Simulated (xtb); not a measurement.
H5O7Si2, doublet, geometry from GFN2-xTB, atoms displaced at random by about 0.05 Å a coordinate; GFN2-xTB (xtb).

xtb was given this input:
```
$ xtb mol.xyz --gfn 2 --uhf 1 --opt loose --json

# file mol.xyz
14

O     -1.45802647     0.72907273     1.19915603
Si    -1.48538615    -0.51886243     0.26219137
O     -2.73965935    -0.77840295    -0.75358494
O     -1.06586998    -1.88249102     0.90346728
O     -0.29431264     0.21463410    -0.70896757
Si     1.27664739     0.43676037    -0.22586245
O      1.29044920     1.39665610     1.03090953
O      2.25899766    -0.80137585    -0.06699035
O      1.90358112     1.30148409    -1.57876938
H     -3.11574997    -0.02919066    -1.32667959
H     -1.45077081    -2.57242840     0.53990071
H      0.44189183     1.57708799     1.51310938
H      2.17459411    -1.48216901     0.63458135
H      2.79664874     1.17230615    -1.76485887
```

What the program printed (banner, timings and long lists left out):

```
   ID    Z sym.   atoms
    1    8 O      1, 3-5, 7-9
    2   14 Si     2, 6
    3    1 H      10-14

           -------------------------------------------------
          |                Calculation Setup                |
           -------------------------------------------------

molecular fragmentation (1/2 indicates fragments):
11111111211112
# atoms in fragment 1/2:    12     2
 fragment masses (1/2) :      156.20       17.01
CMA distance (Bohr)    :   6.005
constraining FC (au)   :  0.0500

           -------------------------------------------------
          |                 G F N 2 - x T B                 |
           -------------------------------------------------

          ...................................................
          :                      SETUP                      :
          :.................................................:
          :  # basis functions                  53          :
          :  # atomic orbitals                  51          :
          :  # shells                           25          :
          :  # electrons                        55          :
          :  max. iterations                   250          :
          :  Hamiltonian                  GFN2-xTB          :
          :  restarted?                      false          :
          :  GBSA solvation                  false          :
          :  PC potential                    false          :
          :  electronic temp.          300.0000000     K    :
          :  accuracy                    1.0000000          :
          :  -> integral cutoff          0.2500000E+02      :
          :  -> integral neglect         0.1000000E-07      :
          :  -> SCF convergence          0.1000000E-05 Eh   :
          :  -> wf. convergence          0.1000000E-03 e    :
          :  Broyden damping             0.4000000          :
          :  net charge                          0          :
          :  unpaired electrons                  1          :
          ...................................................

 iter      E             dE          RMSdq      gap      omega  full diag
   1    -34.8823195 -0.348823E+02  0.858E+00   10.02       0.0  T
   2    -34.9337880 -0.514685E-01  0.533E+00    9.29       1.0  T
   3    -34.9232704  0.105175E-01  0.232E+00    8.53       1.0  T
   4    -34.9394170 -0.161466E-01  0.111E+00    8.90       1.0  T
   5    -34.9444003 -0.498332E-02  0.945E-01    9.01       1.0  T
   6    -34.9339299  0.104704E-01  0.897E-01    9.14       1.0  T
   7    -34.9479572 -0.140273E-01  0.312E-01    9.05       1.0  T
   8    -34.9483886 -0.431398E-03  0.155E-01    9.07       1.0  T
   9    -34.9484132 -0.246146E-04  0.120E-01    9.07       1.0  T
  10    -34.9484979 -0.846664E-04  0.102E-01    9.07       1.0  T
  11    -34.9485357 -0.378665E-04  0.882E-02    9.08       1.0  T
  12    -34.9486076 -0.718875E-04  0.554E-02    9.08       1.0  T
  13    -34.9486464 -0.387977E-04  0.258E-02    9.09       1.0  T
  14    -34.9486567 -0.102836E-04  0.381E-03    9.10       7.0  T
  15    -34.9486547  0.198998E-05  0.112E-02    9.10       2.4  T
  16    -34.9486568 -0.205841E-05  0.227E-03    9.10      11.8  T
  17    -34.9486568 -0.721113E-07  0.830E-04    9.10      32.2  T
  18    -34.9486568 -0.943675E-08  0.344E-04    9.10      77.7  T

   *** convergence criteria satisfied after 18 iterations ***

         :::::::::::::::::::::::::::::::::::::::::::::::::::::
         ::                     SUMMARY                     ::
         :::::::::::::::::::::::::::::::::::::::::::::::::::::
         :: total energy             -34.731113055285 Eh    ::
         :: gradient norm              0.207410986717 Eh/a0 ::
         :: HOMO-LUMO gap              9.095800795604 eV    ::
         ::.................................................::
         :: SCC energy               -34.948617599999 Eh    ::
         :: -> isotropic ES            0.187880736027 Eh    ::
[...]
 * total energy  :   -34.7311131 Eh     change       -0.1873069E-08 Eh
 * total energy  :   -34.7510223 Eh     change       -0.1990921E-01 Eh
 * total energy  :   -34.7561700 Eh     change       -0.5147718E-02 Eh
 * total energy  :   -34.7574035 Eh     change       -0.1233480E-02 Eh
 * total energy  :   -34.7579661 Eh     change       -0.5626837E-03 Eh
 * total energy  :   -34.7581634 Eh     change       -0.1972523E-03 Eh
 * total energy  :   -34.7582238 Eh     change       -0.6037290E-04 Eh
 * total energy  :   -34.7582555 Eh     change       -0.3171414E-04 Eh
   *** GEOMETRY OPTIMIZATION CONVERGED AFTER 8 ITERATIONS ***
         :: total energy             -34.758255485392 Eh    ::
[...]
        34                         -0.0153562              -0.4179
        35                          0.0333861               0.9085
        36                          0.0874220               2.3789
        37                          0.1028741               2.7993
        38                          0.1245070               3.3880
        39                          0.1489451               4.0530
       ...                                ...                  ...
        51                          0.9481469              25.8004
      -------------------------------------------------------------
                  HL-Gap            0.3347075 Eh            9.1079 eV
             Fermi-level           -0.3654111 Eh           -9.9433 eV

     #   Z          covCN         q      C6AA      α(0)
     1   8 O        0.771    -0.375    21.223     6.174
     2  14 Si       3.292     0.698   115.523    21.877
     3   8 O        1.576    -0.476    22.430     6.391
     4   8 O        1.576    -0.470    22.310     6.374
     5   8 O        1.538    -0.383    20.603     6.123
     6  14 Si       3.299     0.720   113.812    21.664
     7   8 O        1.575    -0.459    22.073     6.340
     8   8 O        1.576    -0.467    22.250     6.365
     9   8 O        1.576    -0.445    21.795     6.300
    10   1 H        0.812     0.321     0.661     1.276
    11   1 H        0.814     0.329     0.638     1.254
    12   1 H        0.814     0.350     0.586     1.202
    13   1 H        0.811     0.331     0.635     1.251
    14   1 H        0.813     0.326     0.645     1.261

 Mol. C6AA /au·bohr⁶  :       3252.321628
 Mol. C8AA /au·bohr⁸  :     112369.353738
 Mol. α(0) /au        :         93.851880

Wiberg/Mayer (AO) data.
largest (>0.10) Wiberg bond orders for each atom

 ---------------------------------------------------------------------------
     #   Z sym  total        # sym  WBO       # sym  WBO       # sym  WBO
 ---------------------------------------------------------------------------
     1   8 O    1.845 --     2 Si   1.337     5 O    0.336
     2  14 Si   4.466 --     1 O    1.337     4 O    1.160     3 O    1.136
                             5 O    0.840
     3   8 O    2.163 --     2 Si   1.136    10 H    0.884
     4   8 O    2.171 --     2 Si   1.160    11 H    0.877
     5   8 O    2.277 --     6 Si   0.897     2 Si   0.840     1 O    0.336
     6  14 Si   4.390 --     7 O    1.184     9 O    1.153     8 O    1.152
                             5 O    0.897
     7   8 O    2.197 --     6 Si   1.184    12 H    0.844
     8   8 O    2.181 --     6 Si   1.152    13 H    0.874
     9   8 O    2.203 --     6 Si   1.153    14 H    0.881
    10   1 H    0.897 --     3 O    0.884
    11   1 H    0.892 --     4 O    0.877
    12   1 H    0.877 --     7 O    0.844
    13   1 H    0.891 --     8 O    0.874
    14   1 H    0.893 --     9 O    0.881
 ---------------------------------------------------------------------------

Topologies differ in total number of bonds
Writing topology from bond orders to xtbtopo.mol

molecular dipole:
                 x           y           z       tot (Debye)
 q only:        0.280      -0.599      -0.245
   full:       -0.011      -0.846      -0.448       2.433
molecular quadrupole (traceless):
                xx          xy          yy          xz          yz          zz
 q only:        3.114       0.511       0.747       1.774      -2.130      -3.861
  q+dip:        1.305      -1.023       1.966       3.390      -1.988      -3.271
   full:        4.031      -0.041       0.429       1.985      -3.075      -4.461

optimized geometry written to: xtbopt.xyz

           -------------------------------------------------
          | TOTAL ENERGY              -34.758255485392 Eh   |
          | GRADIENT NORM               0.002583792683 Eh/α |
          | HOMO-LUMO GAP               9.107855953066 eV   |
           -------------------------------------------------

normal termination of xtb
```
